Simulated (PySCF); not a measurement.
C3H3N2, SMILES [c]1[nH]ncc1, multiplicity 2. Atoms are numbered in the order given.

```xyz
8

C     -1.1829    -0.0862     0.0000
C     -0.5210     1.1229     0.0000
C      0.8409     0.7150     0.0000
N      0.9788    -0.6106     0.0000
N     -0.2878    -1.0887     0.0000
H     -0.9369     2.1262     0.0000
H      1.7299     1.3463     0.0000
H     -0.4521    -2.0876     0.0000
```
Charge 0, spin multiplicity 2.

The structure is a stationary point at B3LYP-D3(BJ)/def2-SVP. The isomer is the one that the SMILES or the coordinates give; other isomers of the formula were not compared.

Computed with PBE/pcH-1 in PySCF.

Unrestricted Kohn–Sham, ⟨S²⟩ = 0.756. Hyperfine tensors hold the contact and dipolar terms, without spin-orbit corrections.

Estimate the hyperfine couplings. (The exact figures need the calculation; the answer reports its results.)


```tsv
nucleus	A(iso) (MHz)	A(iso) (G)	dipolar principal values (MHz)
13C no. 1	478.8	170.9	-73.2, -57.7, 130.9
13C no. 2	61.7	22.0	-14.2, -2.8, 17.0
13C no. 3	72.3	25.8	-3.3, -3.0, 6.3
14N no. 4	-6.4	-2.3	-8.0, -4.9, 12.9
14N no. 5	12.6	4.5	-4.1, -1.3, 5.4
1H no. 6	7.6	2.7	-6.3, -4.7, 11.0
1H no. 7	6.5	2.3	-3.4, -1.4, 4.8
1H no. 8	3.0	1.1	-7.0, -5.2, 12.2
```

And the g tensor (effective nuclear charges for spin-orbit coupling, GIAO)? (An estimate is asked for; the answer gives what the named calculation found.)

principal values 2.0008, 2.0022, 2.0027; isotropic 2.0019.
